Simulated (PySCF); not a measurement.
**Gas-phase XPS of `[H]/N=C1\CC[C@](C)(F)C1`, computed**

Species: C6H10FN.
Cartesian coordinates in Å at the PBE0-D3(BJ)/def2-SVP level; atoms count from 1:
```xyz
18
C6H10FN angstrom
C     -2.153    0.703    0.072
C     -0.710    0.437   -0.279
F     -0.423    1.158   -1.443
C     -0.355   -1.020   -0.576
C      1.171   -1.014   -0.588
C      1.546    0.009    0.472
N      2.652    0.182    1.062
C      0.321    0.851    0.765
H     -2.310    1.778    0.243
H     -2.809    0.385   -0.752
H     -2.443    0.157    0.982
H     -0.736   -1.657    0.239
H     -0.814   -1.357   -1.517
H      1.639   -1.993   -0.408
H      1.534   -0.643   -1.561
H      3.340   -0.504    0.734
H      0.539    1.928    0.723
H     -0.038    0.625    1.783
```

Theory: delta-SCF UKS SCAN, pcX-2 on the ionised atom, pcseg-1 elsewhere, spin-free X2C in PySCF 2.14.0. These are vertical core ionisation energies against the vacuum level, from separate self-consistent calculations with and without the core hole.

Q: List the computed XPS lines with their assignment.

A: 
```json
{"atom(s)": "F3", "bonded to": "C", "level": "F 1s", "binding energy (eV)": "691.87", "above the level's lowest (eV)": "0.00", "count": "1"}
{"atom(s)": "N7", "bonded to": "C (double bond) and H", "level": "N 1s", "binding energy (eV)": "404.16", "above the level's lowest (eV)": "0.00", "count": "1"}
{"atom(s)": "C2", "bonded to": "F and 3 C", "level": "C 1s", "binding energy (eV)": "292.89", "above the level's lowest (eV)": "+2.17", "count": "1"}
{"atom(s)": "C6", "bonded to": "N (double bond) and 2 C", "level": "C 1s", "binding energy (eV)": "291.85", "above the level's lowest (eV)": "+1.13", "count": "1"}
{"atom(s)": "C1", "bonded to": "C and 3 H", "level": "C 1s", "binding energy (eV)": "290.95", "above the level's lowest (eV)": "+0.23", "count": "1"}
{"atom(s)": "C4", "bonded to": "2 C and 2 H", "level": "C 1s", "binding energy (eV)": "290.88", "above the level's lowest (eV)": "+0.16", "count": "1"}
{"atom(s)": "C5", "bonded to": "2 C and 2 H", "level": "C 1s", "binding energy (eV)": "290.88", "above the level's lowest (eV)": "+0.16", "count": "1"}
{"atom(s)": "C8", "bonded to": "2 C and 2 H", "level": "C 1s", "binding energy (eV)": "290.72", "above the level's lowest (eV)": "0.00", "count": "1"}
```

The listed C 1s values span 2.17 eV, from C8 (bonded to 2 C and 2 H) to C2 (bonded to F and 3 C). The values 290.88 and 290.88 eV lie too close for their order to be trusted.

Q: What is the C 1s shift of C2 against C1?

A: 292.89 − 290.95 = +1.94 eV, or +187 kJ/mol.

Spin contamination (⟨S²⟩ against 0.75 for a pure doublet) is marked for C 1s of C6 (0.89), which makes this value less certain. The structure is a single PBE0-D3(BJ)/def2-SVP conformer in the gas phase; no vibrational or solvent corrections.

Time: 2.3 min wall. Hardware: x86-64 server, one thread, shared host.
